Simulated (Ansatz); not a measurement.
Diatomic HfTe, multiplicity 3 (an upper state: multiplicity 1 came lower at CCSD(T)/def2-TZVPP on PBE0 minima). No spin–orbit coupling.

Seven points along R, fitted to fifth degree in 1/R; most abundant isotopes. Runs in def2 and cc sets follow the lowest solution found near the PBE0 minimum.

Codes used: Ansatz (an electronic-structure program) with Gaussian orbitals. Values without a source in brackets are computed. In def2 rows elements past Kr take small-core potentials, without spin–orbit coupling.

Energies at PBE0/def2-TZVPP:

```tsv
R (Å)	E (hartree)
2.365493	-315.96941509
2.429081	-315.97703405
2.487583	-315.98068072
2.553715	-315.98169062
2.619847	-315.98007991
2.696153	-315.97572640
2.785177	-315.96818476
```

Problem. With a reduced mass of 75.4429 u, find the minimum, the force constant and the constants.

Solution. A fifth-degree polynomial in 1/R puts the minimum at r_e = 2.5436 Å with force constant 270 N/m. Then ω_e = (1/2πc)√(k/μ) = 247 cm⁻¹ and B_e = h/(8π²cμr_e²) = 0.03454 cm⁻¹; the cubic and quartic terms give α_e = 6.2e-5 and ω_e x_e = 0.33 cm⁻¹.
